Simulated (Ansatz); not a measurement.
The cluster Na7⁻, relaxed as a singlet with RKS PBE0/def2-SVPD in Ansatz, starting from the GFN1-xTB geometry. Force threshold 0.02 eV/Å.

The structure comes from a short search, and lower isomers may exist.

Start:

Cartesian coordinates in Å:
```
Na 1.829 0.792 -1.790
Na -0.316 1.080 0.552
Na -0.425 -1.886 -1.522
Na -0.187 -0.684 1.276
Na -0.378 0.759 0.149
Na -0.370 -0.739 1.333
Na -0.153 0.678 0.003
```

```csv
step,energy (eV),largest force component (eV/Å),SCF passes
1,-25312.5899,29880.136,62
2,-29520.1539,3179.973,116
3,-29908.9852,1820.156,147
4,-30323.3968,1064.198,154
5,-30622.3335,521.984,84
6,-30778.4341,205.654,33
7,-30834.8016,73.813,31
8,-30852.1749,41.290,32
9,-30865.4355,17.908,33
10,-30867.2285,15.724,29
11,-30874.7102,7.040,31
13,-30878.5033,4.141,27
15,-30882.4810,1.589,30
17,-30884.2278,0.632,26
19,-30884.6866,0.233,25
21,-30884.8367,0.086,24
23,-30884.9136,0.045,26
25,-30884.9729,0.046,24
27,-30885.0485,0.083,25
29,-30885.1477,0.085,24
31,-30885.1993,0.031,24
33,-30885.2170,0.026,24
35,-30885.2224,0.009,24
36,-30885.2229,0.006,25
```

Force components are those of the run's own axes.

End:

```xyz
7

Na    1.363    1.498   -1.309
Na   -1.408    3.099    0.129
Na    0.542   -1.741   -2.208
Na   -0.057    0.712    2.298
Na   -2.218   -0.138   -0.899
Na   -0.790   -2.482    1.190
Na    2.569   -0.948    0.799
```

Bonds lost: Na2–Na3, Na2–Na6, Na2–Na7, Na3–Na4, Na5–Na7 (atoms count from 1). Metal–metal contacts that move far: Na4–Na5 1.84 to 3.95 Å, Na1–Na5 2.94 to 3.96 Å. The end is the same structure that another start reached, the lowest one found.

The force fell under the threshold at step 34, but the optimiser went on. No frequencies were taken in this run, so the end may be a saddle point.

Hardware: 4 threads of Arm Neoverse V2 on a shared host. Wall time 2.3 min.
